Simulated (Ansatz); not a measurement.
Born–Oppenheimer molecular dynamics of BClF₂ (4 atoms, charge 0, multiplicity 1). It goes on from the last frame of an earlier run, with new velocities.

Method: RKS BLYP/def2-SVP (Ansatz).

- ensemble: NVT, Langevin thermostat
- time step: 1 fs
- steps asked: 100
- set temperature: 100 K
- friction: 0.05 /fs
- seed: 827919

Frames 5 fs apart, positions in Å, forces in eV/Å.

Velocities at 0.0 fs (Å/ps):

```
F 0.32 0.02 0.16
B -1.17 0.20 -3.52
F -2.33 -0.54 4.30
Cl 1.44 0.21 -1.32
```

```xyz
4
Properties=species:S:1:pos:R:3:forces:R:3 time_fs=0.0 energy_less_start_eV=0.000 T=75
F -0.235 -1.280 -0.491 0.11 -0.35 -0.12
B -0.107 -0.017 -0.137 1.69 -0.78 1.20
F -0.999 0.834 -0.495 -1.24 1.35 -0.57
Cl 1.274 0.492 0.916 -0.55 -0.22 -0.51
4
Properties=species:S:1:pos:R:3:forces:R:3 time_fs=5.0 energy_less_start_eV=-0.033 T=70
F -0.231 -1.280 -0.493 0.13 -0.45 -0.17
B -0.093 -0.023 -0.134 0.81 -0.03 0.91
F -1.010 0.838 -0.480 -0.55 0.68 -0.32
Cl 1.275 0.494 0.910 -0.39 -0.20 -0.43
4
Properties=species:S:1:pos:R:3:forces:R:3 time_fs=10.0 energy_less_start_eV=-0.046 T=67
F -0.220 -1.279 -0.494 0.22 -0.41 -0.09
B -0.065 -0.028 -0.116 -0.62 0.66 0.16
F -1.015 0.844 -0.473 0.38 -0.15 0.05
Cl 1.272 0.500 0.908 0.02 -0.10 -0.12
4
Properties=species:S:1:pos:R:3:forces:R:3 time_fs=15.0 energy_less_start_eV=-0.047 T=42
F -0.211 -1.276 -0.499 0.29 0.27 0.16
B -0.061 -0.011 -0.099 -0.79 -0.28 -0.32
F -1.015 0.847 -0.461 0.25 0.00 0.06
Cl 1.273 0.507 0.904 0.25 0.01 0.10
4
Properties=species:S:1:pos:R:3:forces:R:3 time_fs=20.0 energy_less_start_eV=-0.056 T=87
F -0.193 -1.268 -0.506 0.15 0.17 0.06
B -0.072 -0.003 -0.108 -0.14 -0.36 0.04
F -1.021 0.849 -0.456 -0.04 0.19 -0.05
Cl 1.279 0.507 0.901 0.03 0.00 -0.04
4
Properties=species:S:1:pos:R:3:forces:R:3 time_fs=25.0 energy_less_start_eV=-0.054 T=86
F -0.177 -1.257 -0.515 -0.01 -0.42 -0.18
B -0.085 -0.008 -0.119 0.26 0.46 0.45
F -1.033 0.853 -0.457 0.00 0.05 -0.04
Cl 1.281 0.514 0.899 -0.25 -0.08 -0.23
4
Properties=species:S:1:pos:R:3:forces:R:3 time_fs=30.0 energy_less_start_eV=-0.052 T=97
F -0.179 -1.251 -0.527 -0.09 -0.26 -0.14
B -0.101 -0.002 -0.118 0.30 0.51 0.36
F -1.048 0.868 -0.453 0.14 -0.16 0.03
Cl 1.279 0.513 0.894 -0.35 -0.09 -0.25
4
Properties=species:S:1:pos:R:3:forces:R:3 time_fs=35.0 energy_less_start_eV=-0.054 T=83
F -0.193 -1.250 -0.538 -0.10 0.15 0.03
B -0.118 0.003 -0.110 0.32 0.15 0.12
F -1.064 0.876 -0.441 0.14 -0.21 0.07
Cl 1.272 0.513 0.887 -0.36 -0.09 -0.21
4
Properties=species:S:1:pos:R:3:forces:R:3 time_fs=40.0 energy_less_start_eV=-0.047 T=83
F -0.207 -1.250 -0.556 0.01 0.67 0.25
B -0.127 0.014 -0.110 0.62 -0.78 0.03
F -1.071 0.871 -0.429 -0.29 0.23 -0.07
Cl 1.265 0.519 0.882 -0.34 -0.12 -0.21
4
Properties=species:S:1:pos:R:3:forces:R:3 time_fs=45.0 energy_less_start_eV=-0.049 T=112
F -0.219 -1.241 -0.569 0.15 0.64 0.36
B -0.122 0.016 -0.101 0.17 -0.76 -0.30
F -1.076 0.867 -0.423 -0.19 0.23 0.01
Cl 1.258 0.528 0.878 -0.13 -0.10 -0.07
4
Properties=species:S:1:pos:R:3:forces:R:3 time_fs=50.0 energy_less_start_eV=-0.042 T=79
F -0.229 -1.232 -0.579 0.24 -0.06 0.23
B -0.116 -0.005 -0.093 -0.58 0.55 -0.49
F -1.087 0.863 -0.421 0.44 -0.30 0.29
Cl 1.259 0.539 0.870 -0.09 -0.19 -0.03
4
Properties=species:S:1:pos:R:3:forces:R:3 time_fs=55.0 energy_less_start_eV=-0.032 T=65
F -0.237 -1.225 -0.583 0.20 -0.66 0.01
B -0.126 -0.012 -0.100 -0.42 1.30 -0.16
F -1.097 0.863 -0.420 0.48 -0.36 0.30
Cl 1.258 0.545 0.864 -0.25 -0.28 -0.14
```

Of the whole run (100 fs, mean temperature of the second half 92 K): A run of 0.1 ps of so small a system gives no equilibrium averages.

The run took 4.3 min on 1 thread of AMD EPYC (Zen 3), with other jobs on the host, peak memory 0.11 GiB.
